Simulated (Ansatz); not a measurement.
Stepwise reaction of `F[SiH](Cl)Cl` with hydrogen fluoride, as a gas-phase model of exchange steps in deposition or etching. ΔE in kJ/mol; ΔG adds harmonic PBE0-D4 terms to CCSD(T)/CBS, at 1 bar.

Program: Ansatz. Geometries: PBE0-D4/def2-TZVP. ΔE: electronic, gas phase. CCSD(T)/CBS is the MP2 limit (def2-TZVPP, def2-QZVPP) plus CCSD(T) − MP2 in def2-TZVPP, frozen cores. This one scheme is used for every species. Functionals use def2-TZVPP. B3LYP here is the variant with VWN-RPA as its local correlation; programs differ in this.

```csv
step,reaction,PBE-D4,B3LYP-D4,ωB97M-V,CCSD(T)/CBS,ΔG(500 K)
1,`F[SiH](Cl)Cl` + H–F → `F[SiH](F)Cl` + HCl,-42.5,-52.7,-51.3,-49.7,-54.3
2,`F[SiH](F)Cl` + H–F → `F[SiH](F)F` + HCl,-45.0,-55.3,-53.7,-53.5,-53.5
```

**Question.** By hand: ΔE of the 2 steps together at CCSD(T)/CBS.

**Answer.** (-49.7) + (-53.5) = -103.2 kJ/mol, or -51.6 kJ/mol a step.

In ΔE the steps differ by no more than 3.8 kJ/mol. All are downhill at CCSD(T)/CBS. ΔG lies between -54.3 and -53.5 kJ/mol a step. PBE-D4 differs from CCSD(T)/CBS by 7.2 to 8.5 kJ/mol a step. Isolated molecules leave out the surface, adducts and barriers. Largest T1 diagnostic: 0.012.
